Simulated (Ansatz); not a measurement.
`NCN[SiH2]N`, relaxed with RKS PBE-D4/def2-SVP in Ansatz from a rough embedded geometry. The force threshold is 0.03 eV/Å; the program also tests the step.

Total charge 0; spin multiplicity 1.

Start:

```xyz
14

N     1.999   -0.675    0.779
C     0.788   -0.907    0.068
N    -0.026    0.190    0.505
Si   -1.651    0.394    0.079
N    -1.383    1.352   -1.347
H     1.857   -0.644    1.717
H     2.651   -1.475    0.588
H     0.920   -0.940   -1.022
H     0.428   -1.909    0.383
H     0.536    1.003    0.505
H    -2.277   -0.802   -0.240
H    -2.266    1.305    1.072
H    -0.886    2.253   -1.148
H    -0.690    0.854   -1.938
```

How much energy does the relaxation release, and in how many steps? (Best estimate.)

Ansatz gave: 136.00 kJ/mol, in 13 steps, 1 of them rejected.

Which bonds change most? (Estimate.)

Computed: Si4–H11 from 1.387 to 1.505 Å; N1–H6 from 0.950 to 1.029 Å; N3–Si4 from 1.692 to 1.746 Å; N3–H10 from 0.989 to 1.025 Å.

Give the relaxed structure. (Estimate.)

The calculation gave: 
```xyz
14

N     1.936   -1.154    1.201
C     1.171   -0.671    0.057
N     0.313    0.417    0.458
Si   -1.376    0.618    0.060
N    -1.889    1.235   -1.493
H     1.302   -1.612    1.870
H     2.623   -1.860    0.905
H     1.916   -0.370   -0.722
H     0.512   -1.436   -0.437
H     0.819    1.159    0.950
H    -1.985   -0.756    0.133
H    -1.891    1.594    1.078
H    -1.658    2.201   -1.741
H    -1.794    0.635   -2.317
```
